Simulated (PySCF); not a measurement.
One of the candidates below gave these computed data.

All candidates are C6H8F2.

| technique | computed result |
| --- | --- |
| Dipole | 2.04 D [PBE0/def2-SVPD] |
| Triplet | lowest triplet excitation (Tamm–Dancoff): 5.29 eV [TDA PBE0/def2-SVPD] |
| Polarisability | 71.2 au [PBE0/def2-SVPD] |
| UV, first state | lowest singlet excitation: 6.27 eV (198 nm, f = 0.001) [TDDFT PBE0/def2-SVPD] |
| Rotational structure | rotational constants A, B, C: 3.091, 1.268, 1.192 GHz [GFN2-xTB] |
| UV, strongest line | among the 8 lowest singlet transitions: S5 at 8.17 eV (152 nm, f = 0.065) [TDDFT PBE0/def2-SVPD] |

Gas-phase values; electronic properties from PySCF, density fitting. Levels stand in brackets. One conformer (not necessarily the lowest) at the GFN2-xTB geometry, without solvent, vibrations or thermal averaging.

Question: Which candidate is it?
A. `C=C1CC(C(F)F)C1`
B. `C#C[C@@H](F)[C@H](C)CF`
C. `F[C@@H]1[C@@H]2CC[C@H](F)[C@H]12`
D. `FC1(F)C[C@H]2C[C@@H]1C2`
E. `F[C@@H]1C[C@@H](F)[C@H]2C[C@H]21`

Answer: B. It is `C#C[C@@H](F)[C@H](C)CF`. Numbering: `[CH:1]#[C:2][C@@H:3]([F:4])[C@H:5]([CH3:6])[CH2:7][F:8]`. Its formula, C6H8F2, gives 2 degrees of unsaturation: 0 rings and 2 π bonds in the structure found. The optimised geometry has point group C1 and is an asymmetric top.

The others, at the same levels:
- `C=C1CC(C(F)F)C1` fails: its computed lowest singlet excitation is 6.79 eV (183 nm, f = 0.269) (against 6.27 eV), lowest triplet excitation (Tamm–Dancoff) is 4.21 eV (against 5.29 eV) and rotational constant A is 4.717 GHz (against 3.091 GHz).
- `FC1(F)C[C@H]2C[C@@H]1C2` fails: its computed lowest singlet excitation is 8.41 eV (147 nm, f = 0.000) (against 6.27 eV), lowest triplet excitation (Tamm–Dancoff) is 8.27 eV (against 5.29 eV) and static isotropic polarisability is 64.9 au (against 71.2 au).
- `F[C@@H]1[C@@H]2CC[C@H](F)[C@H]12` fails: its computed lowest singlet excitation is 7.33 eV (169 nm, f = 0.000) (against 6.27 eV), lowest triplet excitation (Tamm–Dancoff) is 7.12 eV (against 5.29 eV) and static isotropic polarisability is 65.2 au (against 71.2 au).
- `F[C@@H]1C[C@@H](F)[C@H]2C[C@H]21` fails: its computed lowest singlet excitation is 8.10 eV (153 nm, f = 0.008) (against 6.27 eV), lowest triplet excitation (Tamm–Dancoff) is 7.94 eV (against 5.29 eV) and static isotropic polarisability is 65.3 au (against 71.2 au).

Each candidate is one conformer, not necessarily the lowest. The conformers computed, where there is a choice (atom-mapped SMILES and torsion angles):
- `[CH:1]#[C:2][C@@H:3]([F:4])[C@H:5]([CH3:6])[CH2:7][F:8]`: C2–C3–C5–C6 -65°, C3–C5–C7–F8 -67°
- `[CH2:1]=[C:2]1[CH2:3][CH:4]([CH:5]([F:6])[F:7])[CH2:8]1`: C3–C4–C5–F6 171°

The conformers of `FC1(F)C[C@H]2C[C@@H]1C2`, `F[C@@H]1[C@@H]2CC[C@H](F)[C@H]12` and `F[C@@H]1C[C@@H](F)[C@H]2C[C@H]21` aren't listed.
